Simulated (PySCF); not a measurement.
K⁺ (potassium, charge +1) across methods

[Ar], closed-shell 1S. Computed with PySCF 2.14 in an uncontracted even-tempered set (22 s from 0.028 bohr⁻², ratio 2.5; 14 p from 0.036 bohr⁻², ratio 2.5; 6 d from 1.2 bohr⁻², ratio 2.7; 5 f from 1.8 bohr⁻², ratio 2.7), with scalar relativity by spin-free X2C-1e. The B2PLYP total includes its PT2 part (frozen core); its orbital energies are those of the SCF part.

```
method  E (hartree)  mean ε 2p (eV)  mean ε 3s (eV)  mean ε 3p (eV)  Σ⟨r²⟩ (bohr²)   ⟨S²⟩
  PBE0     -601.904         -294.79         -44.834         -26.909          19.43  0.000
 TPSSh     -602.087         -290.32         -43.307         -25.866          19.42  0.000
B2PLYP     -602.028         -304.23         -48.165         -28.756          19.50  0.000
   LDA     -600.325         -286.13         -41.356         -24.975          19.54  0.000
   PBE     -601.862         -286.16         -41.446         -24.883          19.49  0.000
r2SCAN     -602.040         -289.94         -42.811         -25.463          19.41  0.000
```

(1) Estimate the same row for UHF.

## Answers

(1) E (hartree) = -601.31368; mean ε 2p (eV) = -319.58; mean ε 3s (eV) = -53.793; mean ε 3p (eV) = -31.840; Σ⟨r²⟩ (bohr²) = 19.48; ⟨S²⟩ = 0.000.
